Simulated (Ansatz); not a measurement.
Reaction: C3H5N (SMILES [N+](#[C-])CC) → C3H5N (SMILES C=C=CN)
Each species at its own B3LYP-D3(BJ)/def2-TZVP minimum (Ansatz, a first-principles code), one conformer.

Wanted: isomerisation energy (electronic), in kcal/mol. Radicals and triplets start from unrestricted determinants; spin-orbit coupling is neglected. CBS(X,Y): correlation extrapolated as X^-3, Hartree-Fock from the larger set. A bracket is a step between two methods taken in the basis named. The functionals are non-relativistic, so their misses hold any scalar relativity. 'core' is core correlation in cc-pwCVTZ, 'X2C' scalar relativity in cc-pVTZ-DK, both at CCSD(T).

CCSD(T)/CBS(cc-pVTZ,cc-pVQZ) + [CCSDT(Q) - CCSD(T)]/cc-pVDZ + core + X2C (Ansatz) gives 16.0 kcal/mol.

Question: What does PBE/def2-TZVPD (Ansatz) give here, and how do the other levels compare?

Answer: PBE gives 8.0 kcal/mol, 8.0 kcal/mol below it. Differences of the others: r2SCAN/def2-TZVPD (Ansatz) -5.1; B3LYP/def2-TZVPD (Ansatz) -3.8; PBE0/def2-TZVPD (Ansatz) -4.7; CCSD(T)/CBS(cc-pVTZ,cc-pVQZ) + core + X2C (Ansatz) 0.1 kcal/mol. Nearer than PBE: r2SCAN/def2-TZVPD, B3LYP/def2-TZVPD, PBE0/def2-TZVPD, CCSD(T)/CBS(cc-pVTZ,cc-pVQZ) + core + X2C.
